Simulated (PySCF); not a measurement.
Compound: C₅H₁₀BP.
SMILES: `CB(C)P1C=C1C`

The closed-shell SCF was solved with PySCF and density fitting under several settings on one GFN2-xTB geometry (grid level 2 and gas phase unless stated).

```tsv
settings	basis functions	SCF cycles	E (Eh)	HOMO (eV)	LUMO (eV)	dipole (D)
PBE0/pcSseg-1	176	14	-562.2392	-5.93	-1.25	2.09
B3LYP/def2-SVPD	224	14	-562.4597	-5.73	-1.41	1.98
PBE0/6-31G, level shift 0.1 Eh	87	10	-562.1771	-5.69	-0.86	2.33
PBE0/6-31++G**, damping 0.3 at the start, DIIS from the seventh cycle	190	13	-562.2803	-5.88	-1.20	2.17
BHandHLYP/aug-cc-pVDZ, IEF-PCM dichloromethane	255	12	-562.5663	-6.94	-0.15	2.89
BHandHLYP/ANO-RCC-VDZP	152	13	-562.4261	-6.77	-0.05	2.11
LDA/cc-pVDZ, IEF-PCM tetrahydrofuran	152	14	-559.2928	-4.84	-2.11	2.74
```

Q: Estimate the row for these settings: HF/pcSseg-1.

A: 
| settings | basis functions | SCF cycles | E (Eh) | HOMO (eV) | LUMO (eV) | dipole (D) |
| --- | --- | --- | --- | --- | --- | --- |
| HF/pcSseg-1 | 176 | 11 | -560.4493 | -8.32 | 2.32 | 2.10 |

Q: Over all rows, what range does the HOMO–LUMO gap span?

A: From 2.73 eV (LDA/cc-pVDZ, IEF-PCM tetrahydrofuran) to 10.64 eV (HF/pcSseg-1). The functional of the narrowest has no exact exchange, that of the widest 100 % exact exchange.

Q: Compare two rows with the functional PBE0: PBE0/6-31++G**, damping 0.3 at the start, DIIS from the seventh cycle and PBE0/pcSseg-1. Which energy is lower, and by how much?

A: PBE0/6-31++G**, damping 0.3 at the start, DIIS from the seventh cycle (190 functions) lies 0.0411 Eh or 26 kcal/mol below PBE0/pcSseg-1 (176 functions).

Cycle counts include a coarse-grid stage where the run had one. All basis functions are spherical, in the Pople sets too. ANO-RCC sets were contracted for a scalar-relativistic Hamiltonian, but ran non-relativistically here. Geometry: GFN2-xTB, one conformer.

Shape of the structure used: `[CH3:1][B:2]([CH3:3])[P:4]1[CH:5]=[C:6]1[CH3:7]`: C1–B2–P4–C5 -158°.
